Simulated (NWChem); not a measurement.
CdSi$_{2}$H$_{6}$; SMILES [SiH3][Cd][SiH3]

Results from NWChem. Structure relaxed at the PBE0/def2-SVP level. No frequency run checked for a minimum. def2 effective core potentials on Cd; no spin-orbit coupling.

Diagonal of the polarisability tensor at CAM-B3LYP/def2-SVPD, static: 79.91, 79.92, 153.36 bohr³.

Problem. Find the mean polarisability volume, the molar refraction, and the refractive index that an ideal gas of it would have at 273.15 K and 1 atm.

Solution. 
1. Mean: one third of the trace = 104.40 bohr³ × 0.14818 Å³/bohr³ = 15.47 Å³.
2. Molar refraction (Lorentz-Lorenz): (4π/3) N_A α = 39.0 cm³/mol.
3. Number density p/kT = 2.687 × 10⁻⁵ Å⁻³; n − 1 = 2π N α = 26.12 × 10⁻⁴.
4. These hold the electronic response alone: vibrational and orientational terms add to the static dielectric constant.
